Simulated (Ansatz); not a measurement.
Reaction (formal exchange of groups at a Ga–S bond): `C[S][Ga]([CH3])[F]` + `NC[SeH]` → `[CH3][Ga]([F])[SeH]` + `CSCN`

Calculated with Ansatz (gas phase, PBE0-D4/def2-TZVP geometries, no zero-point term in ΔE). CBS: MP2 limit from def2 TZ/QZ plus the TZ coupled-cluster correction, frozen cores. For Ga, Se outer-core shells are correlated without core-valence functions, which leaves a few kJ/mol of doubt a bond. Scalar relativity is left out up to krypton. One conformer a species, not always the lowest.

`C[S][Ga]([CH3])[F]`:

Cartesian coordinates in Å:
```
C -2.020 -0.209 0.058
S -1.035 -1.610 0.679
Ga 0.990 -0.843 0.384
C 1.565 0.869 -0.352
F 2.218 -1.990 0.905
H -1.871 0.685 0.661
H -1.800 0.007 -0.987
H -3.065 -0.509 0.136
H 1.207 0.981 -1.377
H 2.653 0.927 -0.345
H 1.158 1.692 0.239
```

`NC[SeH]`:

Cartesian coordinates in Å:
```
N -0.490 0.947 -0.501
C -0.298 -0.402 -0.037
Se 0.424 -0.464 1.784
H -0.952 0.953 -1.403
H 0.394 1.432 -0.595
H 0.360 -1.036 -0.641
H -1.267 -0.899 0.032
H 1.829 -0.532 1.362
```

`[CH3][Ga]([F])[SeH]`:

Z-matrix (Å, degrees):
```
C
Ga 1 1.947
H 1 1.090 2 111.4
H 1 1.092 2 109.3 3 120.6
H 1 1.091 2 109.4 3 -121.2
F 2 1.762 1 118.2 3 172.3
Se 2 2.316 1 129.6 3 -7.8
H 7 1.469 2 90.6 1 -179.7
```

`CSCN`:

```xyz
11

C    -1.474   -0.127   -0.742
S     0.202   -0.160   -1.387
C     1.105    0.492    0.060
N     1.145   -0.308    1.248
H    -1.591   -0.793    0.116
H    -1.772    0.887   -0.467
H    -2.133   -0.480   -1.536
H     0.692    1.474    0.302
H     2.120    0.648   -0.314
H     0.232   -0.388    1.675
H     1.475   -1.244    1.046
```

| species | HF/def2-QZVPP energy (Eh) |
| --- | --- |
| `C[S][Ga]([CH3])[F]` | -2499.68464 |
| `NC[SeH]` | -2495.14679 |
| `[CH3][Ga]([F])[SeH]` | -4462.98179 |
| `CSCN` | -531.86541 |

Q: Work out ΔE.

A: ΔE = (-4462.98179) + (-531.86541) − (-2499.68464) − (-2495.14679) = -0.01577 Eh = -41.4 kJ/mol. CCSD(T)/CBS gives -39.1 kJ/mol.

Largest T1 diagnostic among the species: 0.013.

At CCSD(T), def2-SVP lies −6.0 kJ/mol from the extrapolated value and def2-TZVPP +1.4 kJ/mol. Leaving LDA and LC-ωPBE aside and taking each functional with its dispersion term where it has one, the values, not all of them listed here, spread over 5.9 kJ/mol, from r2SCAN0-D4 to BLYP-D4. LDA lies −5.4 kJ/mol from PBE without D4. In def2-TZVPP, CCSD(T) changes the Hartree–Fock value by +4.0 kJ/mol (the triples alone add −0.1 kJ/mol) and MP2 by +3.1 kJ/mol.
